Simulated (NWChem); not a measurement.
System: CH₄OSSe; SMILES CS[Se]O

NWChem printed, in part:

```
             Northwest Computational Chemistry Package (NWChem) 7.3.0
             --------------------------------------------------------

 C1  symmetry detected

                             Geometry "geometry" -> ""
                             -------------------------

 Output coordinates in angstroms (scale by  1.889725989 to convert to a.u.)

  No.       Tag          Charge          X              Y              Z
 ---- ---------------- ---------- -------------- -------------- --------------
    1 Se                  34.0000     0.36435271    -0.78149522    -0.17423607
    2 O                    8.0000    -1.23852921    -1.46837542     0.31551342
    3 H                    1.0000    -1.14976505    -1.74510795     1.23773448
    4 S                   16.0000     0.30793607     1.25557832     0.57190926
    5 C                    6.0000    -0.63295346     2.15296028    -0.69693398
    6 H                    1.0000    -0.13718567     2.08935411    -1.67476913
    7 H                    1.0000    -0.66488790     3.20372266    -0.37088023
    8 H                    1.0000    -1.65717626     1.76285731    -0.76111037

 Effective nuclear repulsion energy (a.u.)     356.9649365180

  pbe96 is a nonlocal functional; adding pw91lda local functional.

                                 NWChem DFT Module
                                 -----------------

 Summary of "ao basis" -> "ao basis" (spherical)
 ------------------------------------------------------------------------------
       Tag                 Description            Shells   Functions and Types
 ---------------- ------------------------------  ------  ---------------------
 Se                        def2-svpd                15       41   6s5p4d
 O                         def2-svpd                 9       23   4s3p2d
 H                         def2-svpd                 4        8   2s2p
 S                         def2-svpd                11       27   5s4p2d
 C                         def2-svpd                 8       20   4s2p2d

            General Information
            -------------------
          SCF calculation type: DFT
          Wavefunction type:  closed shell.
          No. of atoms     :     8
          No. of electrons :    68
           Alpha electrons :    34
            Beta electrons :    34
          Charge           :     0
          Spin multiplicity:     1
          Use of symmetry is: off; symmetry adaption is: off
          Maximum number of iterations: 150
          AO basis - number of functions:   143
                     number of shells:    59
          Convergence on energy requested:  1.00D-06
          Convergence on density requested:  1.00D-05
          Convergence on gradient requested:  5.00D-04

              XC Information
              --------------
          PerdewBurkeErnzerhof Exchange Functional  1.000
            Perdew 1991 LDA Correlation Functional  1.000 local
           PerdewBurkeErnz. Correlation Functional  1.000 non-local

             Grid Information
             ----------------
          Grid used for XC integration:  medium
          Radial quadrature: Mura-Knowles
          Angular quadrature: Lebedev.
          Tag              B.-S. Rad. Rad. Pts. Rad. Cut. Ang. Pts.
          ---              ---------- --------- --------- ---------
          Se                  1.15      112          12.0       590
          O                   0.60       49          12.0       434
          H                   0.35       45          13.0       434
          S                   1.00       88          12.0       590
          C                   0.70       49          13.0       434
          Grid pruning is: on
          Number of quadrature shells:   478
          Spatial weights used:  Erf1

      Superposition of Atomic Density Guess
      -------------------------------------

 Sum of atomic energies:       -2911.18200575

      Non-variational initial energy
      ------------------------------

 Total energy =   -2912.500687
 1-e energy   =   -4759.294779
 2-e energy   =    1489.829155
 HOMO         =      -0.244105
 LUMO         =      -0.033485

   convergence    iter        energy       DeltaE   RMS-Dens  Diis-err
 ---------------- ----- ----------------- --------- --------- ---------
 d= 0,ls=0.0,diis     1  -2914.2534815358 -3.27D+03  1.34D-02  7.46D-01
 d= 0,ls=0.0,diis     2  -2914.0086641014  2.45D-01  9.94D-03  2.83D+00
 d= 0,ls=0.0,diis     3  -2914.2900474166 -2.81D-01  4.01D-03  3.37D-01
 d= 0,ls=0.0,diis     4  -2914.3217469600 -3.17D-02  2.14D-03  4.06D-02
 d= 0,ls=0.0,diis     5  -2914.3265416204 -4.79D-03  8.91D-04  1.21D-02
  Resetting Diis
 d= 0,ls=0.0,diis     6  -2914.3281715313 -1.63D-03  2.36D-04  7.71D-04
 d= 0,ls=0.0,diis     7  -2914.3282897510 -1.18D-04  1.51D-04  5.83D-05
 d= 0,ls=0.0,diis     8  -2914.3282606356  2.91D-05  1.06D-04  2.50D-04
 d= 0,ls=0.0,diis     9  -2914.3282978358 -3.72D-05  1.21D-05  4.34D-06
 d= 0,ls=0.0,diis    10  -2914.3282981840 -3.48D-07  2.92D-06  2.73D-07

         Total DFT energy =    -2914.328298183952
      One electron energy =    -4760.650185348637
           Coulomb energy =     1616.973665980775
    Exchange-Corr. energy =     -127.616715334065
 Nuclear repulsion energy =      356.964936517975

 Numeric. integr. density =       68.000008490473

                       DFT Final Molecular Orbital Analysis
                       ------------------------------------

 Vector   32  Occ=2.000000D+00  E=-2.648343D-01
              MO Center= -4.5D-01, -4.3D-01,  2.7D-01, r^2= 3.8D+00
   Bfn.  Coefficient  Atom+Function         Bfn.  Coefficient  Atom+Function
  ----- ------------  ---------------      ----- ------------  ---------------
    47      0.398386  2 O  py                50      0.273422  2 O  py
    85      0.262063  4 S  py                86      0.224057  4 S  pz
    46     -0.214381  2 O  px                82      0.200938  4 S  py
     5      0.174807  1 Se s                 83      0.167768  4 S  pz
    49     -0.161640  2 O  px                14     -0.156681  1 Se py

 Vector   33  Occ=2.000000D+00  E=-2.302726D-01
              MO Center=  1.1D-01,  9.4D-01,  3.6D-01, r^2= 2.8D+00
   Bfn.  Coefficient  Atom+Function         Bfn.  Coefficient  Atom+Function
  ----- ------------  ---------------      ----- ------------  ---------------
    84      0.479773  4 S  px                81      0.365943  4 S  px
    86     -0.276457  4 S  pz                78      0.204604  4 S  px
    83     -0.195351  4 S  pz                46      0.154572  2 O  px
   137      0.139000  8 H  s                 47      0.136386  2 O  py
   136      0.133509  8 H  s                120     -0.126631  6 H  s

 Vector   34  Occ=2.000000D+00  E=-2.074093D-01
              MO Center=  2.2D-01, -5.0D-01, -9.1D-02, r^2= 2.8D+00
   Bfn.  Coefficient  Atom+Function         Bfn.  Coefficient  Atom+Function
  ----- ------------  ---------------      ----- ------------  ---------------
    18      0.466422  1 Se pz                15      0.428078  1 Se pz
    12     -0.263898  1 Se pz                16      0.251911  1 Se px
    13      0.234481  1 Se px                10     -0.144245  1 Se px
    76     -0.139825  4 S  s                 17     -0.129109  1 Se py
    65     -0.123438  3 H  s                 48     -0.119138  2 O  pz

 Vector   35  Occ=0.000000D+00  E=-7.490904D-02
              MO Center=  3.6D-02, -6.4D-01,  7.9D-02, r^2= 4.4D+00
   Bfn.  Coefficient  Atom+Function         Bfn.  Coefficient  Atom+Function
  ----- ------------  ---------------      ----- ------------  ---------------
    16      0.545354  1 Se px                13      0.340631  1 Se px
    44      0.324108  2 O  s                  5     -0.314068  1 Se s
    46      0.295370  2 O  px                19      0.288878  1 Se px
    49      0.267090  2 O  px                 4     -0.253570  1 Se s
    18     -0.247883  1 Se pz                 6     -0.246381  1 Se s

[...]

                                NWChem TDDFT Module
                                -------------------

            General Information
            -------------------
           No. of orbitals :     286
            Alpha orbitals :     143
             Beta orbitals :     143
        Alpha frozen cores :       0
         Beta frozen cores :       0
     Alpha frozen virtuals :       0
      Beta frozen virtuals :       0
         Spin multiplicity :       1
    Number of AO functions :     143
        Use of symmetry is : off
      Symmetry adaption is : off
         Schwarz screening :  0.10D-07

              XC Information
              --------------
   PerdewBurkeErnzerhof Exchange Functional   1.00
     Perdew 1991 LDA Correlation Functional   1.00 local
    PerdewBurkeErnz. Correlation Functional   1.00 non-local

             TDDFT Information
             -----------------
          Calculation type : Tamm-Dancoff TDDFT
         Wavefunction type : Restricted singlets
          No. of electrons :      68
           Alpha electrons :      34
            Beta electrons :      34
              No. of roots :       6
          Max subspacesize :    5200
            Max iterations :     100
               Target root :       1
           Target symmetry : none
      Symmetry restriction : off
                 Algorithm : Optimal
        Davidson threshold :  0.10D-03

    6 smallest eigenvalue differences (eV)
--------------------------------------------------------
  No. Spin  Occ  Vir  Irrep   E(Occ)    E(Vir)   E(Diff)
--------------------------------------------------------
    1    1   34   35 a        -0.207    -0.075     3.606
    2    1   34   36 a        -0.207    -0.065     3.874
    3    1   33   35 a        -0.230    -0.075     4.228
    4    1   33   36 a        -0.230    -0.065     4.496
    5    1   32   35 a        -0.265    -0.075     5.168
    6    1   34   37 a        -0.207    -0.011     5.353
--------------------------------------------------------

  Entering Davidson iterations
  Restricted singlet excited states

  Iter   NTrls   NConv    DeltaV     DeltaE      Time
  ----  ------  ------  ---------  ---------  ---------
    1      6       0     0.13E+00   0.10+100       15.8
    2     12       0     0.68E-01   0.22E-01       14.6
    3     18       0     0.20E-01   0.68E-02       14.2
    4     24       0     0.94E-02   0.46E-03       15.1
    5     30       3     0.12E-02   0.10E-03       16.7
    6     33       6     0.90E-04   0.13E-05       14.8
  ----  ------  ------  ---------  ---------  ---------
  Convergence criterion met

  Ground state a       -2914.328298183952 a.u.

  ----------------------------------------------------------------------------
  Root   1 singlet a              0.146844872 a.u.                3.9959 eV
  ----------------------------------------------------------------------------
     Transition Moments    X -0.01437   Y  0.02797   Z  0.10579
     Dipole Oscillator Strength                    0.0011923777
     Electric Quadrupole                           0.0000000102
     Magnetic Dipole                               0.0000013010
     Total Oscillator Strength                     0.0011936889

     Occ.   34  a   ---  Virt.   35  a        0.93465
     Occ.   34  a   ---  Virt.   36  a        0.33752
  ----------------------------------------------------------------------------
  Root   2 singlet a              0.155092067 a.u.                4.2203 eV
  ----------------------------------------------------------------------------
     Transition Moments    X -0.04302   Y -0.03896   Z -0.16150
     Dipole Oscillator Strength                    0.0030451440
     Electric Quadrupole                           0.0000000022
     Magnetic Dipole                               0.0000002667
     Total Oscillator Strength                     0.0030454129

     Occ.   33  a   ---  Virt.   35  a        0.11401
     Occ.   34  a   ---  Virt.   35  a        0.33111
     Occ.   34  a   ---  Virt.   36  a       -0.92995
  ----------------------------------------------------------------------------
  Root   3 singlet a              0.173097412 a.u.                4.7102 eV
  ----------------------------------------------------------------------------
     Transition Moments    X  0.08260   Y  0.49805   Z -0.01482
     Dipole Oscillator Strength                    0.0294377850
     Electric Quadrupole                           0.0000000354
     Magnetic Dipole                               0.0000000988
     Total Oscillator Strength                     0.0294379192

     Occ.   32  a   ---  Virt.   35  a       -0.08585
     Occ.   32  a   ---  Virt.   36  a        0.33873
     Occ.   33  a   ---  Virt.   35  a        0.85764
     Occ.   33  a   ---  Virt.   36  a        0.32634
     Occ.   34  a   ---  Virt.   36  a        0.09730
     Occ.   34  a   ---  Virt.   37  a       -0.09436
  ----------------------------------------------------------------------------
  Root   4 singlet a              0.176400790 a.u.                4.8001 eV
  ----------------------------------------------------------------------------
     Transition Moments    X -0.13169   Y -0.01706   Z  0.07878
     Dipole Oscillator Strength                    0.0028034555
     Electric Quadrupole                           0.0000000107
     Magnetic Dipole                               0.0000001797
     Total Oscillator Strength                     0.0028036459

     Occ.   32  a   ---  Virt.   36  a       -0.05302
     Occ.   33  a   ---  Virt.   35  a       -0.33306
     Occ.   33  a   ---  Virt.   36  a        0.93300
     Occ.   33  a   ---  Virt.   37  a        0.05834
  ----------------------------------------------------------------------------
  Root   5 singlet a              0.200924305 a.u.                5.4674 eV
  ----------------------------------------------------------------------------
     Transition Moments    X  0.33148   Y -0.16667   Z  0.05163
     Dipole Oscillator Strength                    0.0187967426
     Electric Quadrupole                           0.0000001289
     Magnetic Dipole                               0.0000006654
     Total Oscillator Strength                     0.0187975369

     Occ.   32  a   ---  Virt.   35  a       -0.69071
     Occ.   33  a   ---  Virt.   37  a       -0.05048
     Occ.   34  a   ---  Virt.   37  a        0.51937
     Occ.   34  a   ---  Virt.   38  a       -0.49104
  ----------------------------------------------------------------------------
  Root   6 singlet a              0.201524045 a.u.                5.4838 eV
  ----------------------------------------------------------------------------
     Transition Moments    X -0.05768   Y -0.01887   Z -0.25464
     Dipole Oscillator Strength                    0.0092061680
     Electric Quadrupole                           0.0000001106
     Magnetic Dipole                               0.0000010761
     Total Oscillator Strength                     0.0092073547

     Occ.   30  a   ---  Virt.   35  a       -0.06305
     Occ.   32  a   ---  Virt.   35  a       -0.69052
     Occ.   32  a   ---  Virt.   36  a       -0.18297
     Occ.   34  a   ---  Virt.   37  a       -0.41891
     Occ.   34  a   ---  Virt.   38  a        0.54715

              Target root =      1
          Target symmetry = none
      Ground state energy =  -2914.328298183952
        Excitation energy =      0.146844871966
     Excited state energy =  -2914.181453311986

  stored tddft:energy   -2914.1814533119859
```

Level: PBE/def2-SVPD, TDA. Coordinates come from a PBE0/def2-SVP optimisation.

Write an input that gives this output.

This is not unique; one that fits is the input that was run:
```
start job
memory heap 200 mb stack 900 mb global 1100 mb
geometry units angstroms noautoz
  Se     0.366763    -0.794488    -0.132272
  O     -1.255123    -1.492070     0.272394
  H     -1.213916    -1.766559     1.198628
  S      0.255972     1.243413     0.605474
  C     -0.621965     2.131785    -0.713826
  H     -0.074094     2.070067    -1.663574
  H     -0.678792     3.182852    -0.392172
  H     -1.638479     1.734190    -0.831931
end
basis spherical
  * library def2-svpd
end
dft
  xc xpbe96 cpbe96
  iterations 150
end
tddft
  cis
  nroots 6
  notriplet
end
task tddft energy
```
